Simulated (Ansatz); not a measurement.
One change: `OC1(Cl)C[SiH2]1` becomes `ClC1(Cl)C[SiH2]1`.

Ansatz, PBE0-D4/def2-TZVP geometries, multiplicity 1. Each molecule was computed in one conformer, which needn't be the lowest.

```tsv
property	`OC1(Cl)C[SiH2]1`
HOMO–LUMO gap (B3LYP/def2-TZVPP) / eV	6.36
LUMO energy (B3LYP/def2-TZVPP) / eV	-0.58
HOMO energy (PBE/def2-TZVPP) / eV	-5.96
HOMO energy (B3LYP/def2-TZVPP) / eV	-6.94
LUMO energy (PBE0/def2-TZVPP) / eV	-0.35
LUMO energy (ωB97M-V/def2-TZVPP) / eV	1.36
```

(1) What does the change do to each property? (An estimate is asked.)

## Answers

(1) The calculation gave: 
```json
{"property": "HOMO–LUMO gap (B3LYP/def2-TZVPP) / eV", "`ClC1(Cl)C[SiH2]1`": "6.07", "shift": "-0.29"}
{"property": "LUMO energy (B3LYP/def2-TZVPP) / eV", "`ClC1(Cl)C[SiH2]1`": "-0.90", "shift": "-0.32"}
{"property": "HOMO energy (PBE/def2-TZVPP) / eV", "`ClC1(Cl)C[SiH2]1`": "-6.00", "shift": "-0.04"}
{"property": "HOMO energy (B3LYP/def2-TZVPP) / eV", "`ClC1(Cl)C[SiH2]1`": "-6.97", "shift": "-0.03"}
{"property": "LUMO energy (PBE0/def2-TZVPP) / eV", "`ClC1(Cl)C[SiH2]1`": "-0.68", "shift": "-0.33"}
{"property": "LUMO energy (ωB97M-V/def2-TZVPP) / eV", "`ClC1(Cl)C[SiH2]1`": "1.10", "shift": "-0.26"}
```

Positive LUMOs are unbound, so they and the gaps depend on the basis.

B3LYP here is the variant with VWN-RPA as its local correlation; programs differ in this.
